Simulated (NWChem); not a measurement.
# GeBrCl, singlet; SMILES [Cl][Ge][Br]

Program: NWChem. Pople sets run with spherical d functions. Low-valent species are run as closed-shell singlets; no triplet was tried in these runs. Geometry: optimised at PBE0/def2-SVP. Level BLYP/6-31G*: single points from the atomic guess with DIIS by default; each run changes one setting, and all converged runs end within 0.3 mHa of each other. cgmin counts macro-iterations, each dearer than a DIIS step.

```
setting                                  SCF iterations
---------------------------------------  --------------
defaults                                             10
DIIS on 20 Fock matrices                              8
70 % damping for 30 cycles                           33
no level shifting                                    10
quadratically convergent solver (cgmin)               6
```
